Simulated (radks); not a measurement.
Results of a calculation; reference values are marked as such.
Au29+, configuration [Kr] 4d10 4f4.

Code: a radial shooting solver on a logarithmic mesh with Libxc functionals. Model: Dirac Kohn-Sham, relativistic LDA (MacDonald-Vosko exchange, VWN5 correlation), spin-unpolarised, spherical densities, finite nucleus; open shells fill j = l - 1/2 first; Fermi nuclear charge, rms radius 5.4371 fm.

Energy parts (eV):
| part | energy |
|---|---|
| total | -505760.24 |
| kinetic | 579884.05 |
| electron-nucleus | -1221358.94 |
| Hartree | 143191.67 |
| exchange-correlation | -7477.02 |

Orbitals (lengths in bohr, moments of r in powers of bohr; r(max) is where P^2 peaks; r(90%) holds 90 % of the orbital's charge):
orbital,occ.,eigenvalue (eV),r(max),r(90%),<r>
1s1/2,2,-81034.49,0.01048,0.0310,0.01695
2s1/2,2,-15132.48,0.06066,0.111,0.07077
2p1/2,2,-14566.60,0.04464,0.0971,0.05822
2p3/2,4,-12756.48,0.05199,0.108,0.06672
3s1/2,2,-4339.741,0.1704,0.270,0.1835
3p1/2,2,-4083.684,0.1590,0.261,0.1736
3p3/2,4,-3681.363,0.1738,0.282,0.1890
3d3/2,4,-3253.325,0.1352,0.256,0.1645
3d5/2,6,-3166.408,0.1393,0.262,0.1692
4s1/2,2,-1652.171,0.3759,0.557,0.3909
4p1/2,2,-1541.384,0.3725,0.562,0.3897
4p3/2,4,-1431.115,0.3998,0.599,0.4171
4d3/2,4,-1248.905,0.3869,0.606,0.4122
4d5/2,6,-1226.584,0.3948,0.616,0.4202
4f5/2,4,-997.6469,0.3349,0.606,0.3996
4f7/2,0,-991.8337,0.3380,0.610,0.4030

The highest occupied level is 4f5/2 at -997.65 eV. The electron density at the nucleus is 2.109e+06 e/bohr^3. Summed over all electrons, <r^2> = 4.887 bohr^2, which gives a Langevin (diamagnetic) susceptibility term of -3.87 x 10^-6 cm^3/mol. For comparison, the ionisation energy in NIST's Atomic Spectra Database is 1040 eV (theoretical). In exact Kohn-Sham theory the highest level is minus the ionisation energy, but local and semilocal functionals leave it too shallow, through self-interaction and a potential that decays too fast; potentials with the right tail come closer.

Beside tabulated values, note that spin-unpolarised runs miss the spin-polarisation part of the exchange energy of open shells.
